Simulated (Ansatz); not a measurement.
Calculated with Ansatz (gas phase, PBE0-D4/def2-TZVP geometries, no zero-point term in ΔE). CCSD(T)/CBS is the MP2 limit (def2-TZVPP, def2-QZVPP) plus CCSD(T) − MP2 in def2-TZVPP, frozen cores. This one scheme is used for every species. Functionals use def2-TZVPP. HSE06 is defined as in plane-wave codes. Each species was taken in one conformer, which may not be the lowest.

Consider the cleavage of the Si–Al bond: `O[SiH2][AlH][F]` + H₂S → `O[SiH2]S` + `[F][AlH2]`.

```csv
level,ΔE (kJ/mol)
r2SCANh-D4,-79.9
ωB97M-V,-84.9
HSE06,-71.7
MP2/def2-TZVPP,-89.6
```

What does CCSD(T)/CBS give? (An estimate is asked.)

The calculation gave: -79.8 kJ/mol. The listed levels differ from it by -0.1, -5.1, 8.1, -9.8 kJ/mol.

Largest T1 diagnostic among the species: 0.013.

At CCSD(T), def2-SVP lies +6.0 kJ/mol from the extrapolated value and def2-TZVPP +1.9 kJ/mol. From BLYP to BHLYP (50 % exact exchange), in def2-TZVPP and without D4, ΔE moves by −9.8 kJ/mol.
